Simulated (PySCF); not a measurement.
C₂H₉NOSi, SMILES CO[Si@H](C)N.

Coordinates come from a PBE0-D3(BJ)/def2-SVP optimisation. The structure was generated by enumeration; whether it is a known compound was not checked. One conformer was computed; it need not be the lowest.

Two levels are set side by side: TDA-PBE/def2-SVPD (PySCF) and TDA-B3LYP/def2-SVPD (PySCF). Vertical, same geometry. The lowest singlet is HOMO→LUMO 97 % with PBE and HOMO→LUMO 94 % with the other functional; states are paired by order. Differences are taken from unrounded values.

```
quantity                              TDA-B3LYP
------------------------------------  ---------
lowest singlet excitation (eV)             6.41
lowest triplet excitation (TDA) (eV)       6.07
```

What does TDA-PBE give, and how far is it from TDA-B3LYP? (An estimate is asked for; the answer gives what the named calculation found.)


| quantity | TDA-PBE | TDA-PBE minus TDA-B3LYP |
|---|---|---|
| lowest singlet excitation (eV) | 5.84 | -0.57 |
| lowest triplet excitation (TDA) (eV) | 5.62 | -0.45 |

A lower first singlet is the usual sign of a functional without exact exchange. Differences between two approximate levels are no errors against the true value.

Rough cost on one machine, each run with all the roots and properties that it gave: TDA-B3LYP against TDA-PBE about 2 times.
